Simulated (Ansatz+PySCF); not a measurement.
**singlet Cr₂: levels of theory in one basis**

| atom | x (Å) | y (Å) | z (Å) |
| --- | --- | --- | --- |
| Cr | 0.0000 | 0.0000 | 0.0000 |
| Cr | 0.0000 | 0.0000 | 1.6800 |

Basis set: cc-pVDZ (spherical functions). Correlated methods keep 10 orbitals frozen. Charge 0, multiplicity 1.

Computed with Ansatz (development build ahead of 0.2.0); each method stands on the lowest determinant of its kind that the runs found. NEVPT2 correlates all electrons. Active spaces start from the frontier orbitals, and the lowest solution found is given.

| method | E − E(RHF) (eV) | <S²> of the determinant |
| --- | --- | --- |
| RHF | 0.00 | 0.00 |
| UHF | -9.56 | 4.86 |
| RHF-MP2 | -26.20 | – |
| UHF-MP2 | -27.57 | 4.86 |
| RHF-CCSD | -28.80 | – |
| RHF-CCSD(T) | -37.44 | – |
| CASSCF(2,2) | -1.70 | – |

(1) What does SC-NEVPT2(2,2) give on the same scale?

(2) Is a single determinant a sound starting point here?

## Answers

(1) -26.52 eV. NEVPT2 here correlates all electrons, so it doesn't share the others' frozen core.

(2) It is doubtful. Unrestricted orbitals lower Hartree–Fock by 9.56 eV and <S²> is 4.86 where a pure state has 0.00, a sign of strong static correlation. The CASSCF(2,2) natural occupations are 1.77, 0.23.

Caution: another spin multiplicity may lie lower. Caution for RHF, RHF-MP2, RHF-CCSD, RHF-CCSD(T): an unrestricted determinant lies well below. Caution for RHF, UHF, RHF-MP2, UHF-MP2, RHF-CCSD, RHF-CCSD(T): the determinant breaks the point group. Caution for UHF, UHF-MP2: the unrestricted determinant is a mixture of spin states. Caution for RHF-MP2, RHF-CCSD, RHF-CCSD(T): large amplitudes, a single reference is doubtful. Caution for RHF-MP2, UHF-MP2: another reference gives a lower total. Caution for CASSCF(2,2): other starts end on other solutions of this active space.
